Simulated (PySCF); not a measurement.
C5H6O, SMILES C=C=COC=C.

Geometry optimised at B3LYP-D3(BJ)/def2-SVP. One conformer was computed; it need not be the lowest.

Calculation: TDDFT-PBE/def2-SVPD in PySCF.

Vertical excitations. Gas-phase values at a fixed geometry.

| state | energy (eV) | λ (nm) | f | main pairs |
|---|---|---|---|---|
| S1 | 4.24 | 293 | 0.004 | HOMO→LUMO 99 % |
| S2 | 5.23 | 237 | 0.201 | HOMO→LUMO+1 81 % |
| S3 | 5.34 | 232 | 0.008 | HOMO−1→LUMO 96 % |
| S4 | 5.61 | 221 | 0.040 | HOMO→LUMO+2 57 %, HOMO−1→LUMO+1 32 % |
| S5 | 5.79 | 214 | 0.013 | HOMO→LUMO+3 96 % |
| S6 | 6.12 | 203 | 0.001 | HOMO−2→LUMO+1 98 % |
| S7 | 6.22 | 199 | 0.010 | HOMO→LUMO+4 99 % |
| S8 | 6.43 | 193 | 0.015 | HOMO→LUMO+5 100 % |
| S9 | 6.79 | 183 | 0.019 | HOMO−2→LUMO 28 %, HOMO−2→LUMO+2 27 %, HOMO−1→LUMO+1 18 %, HOMO→LUMO+2 9 % |
| S10 | 6.84 | 181 | 0.011 | HOMO−2→LUMO+2 71 %, HOMO−2→LUMO 12 % |
| T1 | 3.97 | 313 | 0 | HOMO→LUMO 95 % |
| T2 | 4.03 | 308 | 0 | HOMO→LUMO+1 90 % |
| T3 | 4.50 | 276 | 0 | HOMO−2→LUMO 40 %, HOMO→LUMO+2 36 %, HOMO−1→LUMO+1 20 % |
| T4 | 4.63 | 268 | 0 | HOMO−2→LUMO 54 %, HOMO→LUMO+2 29 %, HOMO−1→LUMO+1 13 % |
Triplets are in the Tamm–Dancoff approximation, which puts them higher than full response would, so one can lie above its singlet here.
